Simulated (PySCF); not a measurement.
WF5, SMILES [F][W]([F])([F])([F])[F] (connectivity only; charge and spin as stated), neutral, multiplicity 2. Atoms are numbered in the order given.

```xyz
6

W      0.0000     0.0000    -0.0175
F      1.8357     0.3750    -0.2015
F     -1.8357    -0.3750    -0.2015
F     -0.5406     1.2734     1.2055
F      0.5406    -1.2734     1.2055
F      0.0000     0.0000    -1.8644
```
Charge 0, spin multiplicity 2.

The structure is a stationary point at r2SCAN-D4/def2-SVP. The multiplicity is an assumed one; other spin states were not compared. The isomer is the one that the SMILES or the coordinates give; other isomers of the formula were not compared. The def2 effective core potentials stand for the cores of W; spin–orbit coupling is left out.

Computed with TDA-M06-2X/def2-SVPD in PySCF 2.14.0.

Vertical excitations. Isolated molecule, no solvent.

```json
[
 {"state": "root 1", "energy (eV)": "0.48", "λ (nm)": "2580", "f": "0.000", "main pairs": "α HOMO→LUMO 99 %"},
 {"state": "root 2", "energy (eV)": "0.67", "λ (nm)": "1840", "f": "0.000", "main pairs": "α HOMO→LUMO+1 98 %"},
 {"state": "root 3", "energy (eV)": "2.24", "λ (nm)": "554", "f": "0.002", "main pairs": "α HOMO→LUMO+2 97 %"},
 {"state": "root 4", "energy (eV)": "4.97", "λ (nm)": "249", "f": "0.000", "main pairs": "α HOMO→LUMO+7 58 %, α HOMO→LUMO+3 34 %"},
 {"state": "root 5", "energy (eV)": "6.46", "λ (nm)": "192", "f": "0.000", "main pairs": "α HOMO→LUMO+3 57 %, α HOMO→LUMO+7 26 %"},
 {"state": "root 6", "energy (eV)": "6.52", "λ (nm)": "190", "f": "0.000", "main pairs": "α HOMO−1→LUMO 68 %, β HOMO→LUMO+1 23 %"},
 {"state": "root 7", "energy (eV)": "6.82", "λ (nm)": "182", "f": "0.001", "main pairs": "α HOMO−3→LUMO 91 %"},
 {"state": "root 8", "energy (eV)": "6.83", "λ (nm)": "181", "f": "0.001", "main pairs": "α HOMO−2→LUMO 65 %, β HOMO−4→LUMO+1 9 %, β HOMO−1→LUMO+1 8 %, β HOMO−2→LUMO+2 8 %"},
 {"state": "root 9", "energy (eV)": "7.01", "λ (nm)": "177", "f": "0.000", "main pairs": "α HOMO−1→LUMO+1 73 %, β HOMO→LUMO+2 11 %, β HOMO−1→LUMO+1 5 %"},
 {"state": "root 10", "energy (eV)": "7.16", "λ (nm)": "173", "f": "0.000", "main pairs": "α HOMO−4→LUMO 33 %, β HOMO−2→LUMO+1 46 %, β HOMO→LUMO+1 9 %"}
]
```
Unrestricted roots are not spin-pure.
